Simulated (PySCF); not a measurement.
# Ionisation energy of V⁺ by level of theory

V⁺ [Ar] 3d4 (5D) → V²⁺ [Ar] 3d3 (4F), as a difference of total energies. All numbers are calculated (PySCF 2.14, scalar relativity by spin-free X2C-1e, in Sapporo-DKH3-DZP-2012 (6s5p3d1f, 43 functions)). Correlated levels: valence: [Ar] frozen. The calculations carry no spin-orbit coupling.

```tsv
method	ionisation energy (eV)
UHF	13.207
BP86	15.326
MP2 (valence)	13.875
SCS-MP2 (valence)	13.429
```

Q: How much does correlation contribute at MP2 (valence)?

A: 13.875 − (13.207) = 0.668 eV, measured against UHF.

The reference lies between the lowest fine-structure levels, while these numbers refer to the centres of the terms.

Errors of the correlated levels include the incompleteness of this basis and the frozen core.

For comparison: 14.634 ± 0.007 eV (measured; NIST Atomic Spectra Database, ionization energies).
